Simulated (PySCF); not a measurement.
**Simulated absorption spectrum**

Species: C₅H₈F₂Si.
Atom-mapped SMILES: `[CH3:1][C:2]#[C:3][Si@@H:4]([F:5])[C@@H:6]([CH3:7])[F:8]` (hydrogens: H9, H10, H11 on C1; H12 on Si4; H13 on C6; H14, H15, H16 on C7)

Method used: TDDFT CAM-B3LYP/def2-SVPD, vertical, gas phase, core orbitals frozen in the response (PySCF). One conformer (not necessarily the lowest) at the GFN2-xTB geometry, without solvent, vibrations or thermal averaging. GFN2-xTB frequencies show an imaginary mode (31i cm⁻¹), so this geometry is no minimum at that level. Torsions of this conformer, `[CH3:1][C:2]#[C:3][Si@@H:4]([F:5])[C@@H:6]([CH3:7])[F:8]`: C3–Si4–C6–C7 -50°.

Computed states:

```csv
state,E (eV),f
S1,5.77,0.0009
S2,6.15,0.0027
S3,6.29,0.0007
S4,7.07,0.026
S5,7.51,0.0062
S6,7.64,0.012
S7,7.86,0.397
S8,8.33,0.419
```

Each state is given a Gaussian of 0.3 eV full width at half maximum, with ε(max) = 2.175×10⁸ f / Δν̃ (Δν̃ the width in cm⁻¹). The width is an assumption, not a result. The curve ends short of the highest state used, and states not computed would add to its high-energy end.

Q: Give the broadened spectrum and its maxima.

A: 
(E (eV), ε (L mol⁻¹ cm⁻¹)): (5.32, 0), (5.41, 1), (5.49, 6), (5.57, 21), (5.66, 52), (5.74, 77), (5.82, 82), (5.91, 86), (5.99, 133), (6.07, 218), (6.15, 277), (6.24, 245), (6.32, 158), (6.40, 77), (6.49, 25), (6.57, 7), (6.65, 11), (6.74, 81), (6.82, 339), (6.90, 960), (6.98, 1834), (7.07, 2372), (7.15, 1970), (7.23, 1149), (7.32, 595), (7.40, 724), (7.48, 1505), (7.57, 4218), (7.65, 10813), (7.73, 22538)

Maxima: 214 nm (5.80 eV), ε about 82, made up of S1 (93%) (hardly more than a shoulder); 201 nm (6.17 eV), ε about 280, made up of S2 (86%) and S3 (13%); 175 nm (7.07 eV), ε about 2400, made up of S4 (100%) (ε in L mol⁻¹ cm⁻¹; maxima over ε = 5, shares over 10%). At its high-energy end, 7.73 eV, the curve is still rising (ε about 23000, from S7).

Q: On this curve, what absorbance would a 10⁻⁴ mol/L sample give at 222 nm over a 1 cm path?

A: 222 nm is 5.585 eV, where ε is about 26 L mol⁻¹ cm⁻¹, so A = ε c l ≈ 0.0026 (Beer–Lambert, with the gas-phase spectrum and the assumed width).

Q: Coming from long wavelengths, where does ε first pass 100 L mol⁻¹ cm⁻¹?

A: At about 209 nm (5.95 eV), 0.17 eV above S1.

Q: What would ε be at 7.07 eV, the highest of these maxima, with half the width (0.15 eV)?

A: About 4740 L mol⁻¹ cm⁻¹ against 2370, a factor of about 2.00; a lone state at its own centre would give exactly 2.
